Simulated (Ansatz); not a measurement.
Ideal-gas functions of GeH$_{5}$PS, SMILES `[PH2][GeH2][SH]` at 298.15 K and 1 bar, from an Ansatz frequency run at PBE0-D4/def2-TZVP.

Molar mass 140.69 g/mol, point group C1 (symmetry number 1), electronic degeneracy 1, moments of inertia 68.143, 244.352, 299.173 u Å². Harmonic wavenumbers (cm⁻¹, unscaled): 114, 132, 163, 360, 377, 407, 571, 620, 739, 771, 802, 855, 1093, 2138, 2165, 2407, 2421, 2715.

Use S(trans) = R[1.5 ln M + 2.5 ln T − 1.1517]; rotational temperatures θ = 24.2544 K / I; S(rot) = R[ln(√π/σ · √(T³/θAθBθC)) + 1.5]; for each mode x = 1.438777 ν̃/T, S = R[x/(eˣ − 1) − ln(1 − e⁻ˣ)] and H = RT x/(eˣ − 1); 1 cm⁻¹ = 0.0119627 kJ/mol; R = 8.31446 J/(mol·K).

Q: By hand: the entropy, in J/(mol·K).

A: Translation 170.5. Rotation: θ = 0.3559, 0.0993, 0.0811 K, giving 112.6. Vibration, mode by mode: 13.39, 12.20, 10.52, 4.69, 4.40, 3.92, 2.10, 1.74, 1.10, 0.97, 0.86, 0.70, 0.27, 0.00, 0.00, 0.00, 0.00, 0.00, in all 56.9. Electronic 0.0. Sum 340.0 J/(mol·K).

Q: By hand: H − E and G − E in kJ/mol, counted from the electronic energy.

A: Zero-point energy ½ × 18850 × 0.0119627 = 112.7; thermal vibration 9.6; translation, rotation and pV give 4 RT = 9.9. H − E = 132.2 kJ/mol, and G − E = 132.2 − 298.15 × 340.0/1000 = 30.8 kJ/mol.

Vibration gives 17 % of the entropy, 25.6 J/(mol·K) of it from the modes under 150 cm⁻¹: soft modes count most, and the harmonic formula is weakest for them. The sum counts one conformer and one mirror image; others add a mixing term.
